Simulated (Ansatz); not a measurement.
Mulliken charges of `O/C=C(/Cl)[SeH]` from B3LYP/def2-TZVPP in Ansatz (PBE0-D4/def2-TZVP geometry).

```json
{"atom": "O1", "x (Å)": "-0.068", "y (Å)": "1.505", "z (Å)": "0.830", "charge (e)": "-0.264"}
{"atom": "C2", "x (Å)": "0.380", "y (Å)": "0.233", "z (Å)": "0.721", "charge (e)": "0.042"}
{"atom": "C3", "x (Å)": "0.149", "y (Å)": "-0.497", "z (Å)": "-0.368", "charge (e)": "-0.050"}
{"atom": "Cl4", "x (Å)": "0.778", "y (Å)": "-2.099", "z (Å)": "-0.452", "charge (e)": "-0.102"}
{"atom": "Se5", "x (Å)": "-0.754", "y (Å)": "0.206", "z (Å)": "-1.879", "charge (e)": "0.024"}
{"atom": "H6", "x (Å)": "0.092", "y (Å)": "1.825", "z (Å)": "1.720", "charge (e)": "0.202"}
{"atom": "H7", "x (Å)": "0.960", "y (Å)": "-0.173", "z (Å)": "1.543", "charge (e)": "0.106"}
{"atom": "H8", "x (Å)": "-1.444", "y (Å)": "-1.057", "z (Å)": "-2.171", "charge (e)": "0.043"}
```

Task: By hand: the dipole of these point charges (1 e Å = 4.8032 D).

Result: Σ q r = (-0.013, 0.161, 0.248) e Å, of length 0.296 e Å = 1.42 D.

Task: How does the dipole of the full density compare? (Estimate.)

Result: The calculation gave: (0.042, 0.162, 0.477) e Å, 2.43 D; the point charges give 0.58 times that, at 16° from its direction.

Point charges leave out the atoms' own dipoles, such as those of lone pairs, and Mulliken's split depends on the basis, so the two needn't agree.

B3LYP here is the variant with VWN-RPA as its local correlation; programs differ in this.
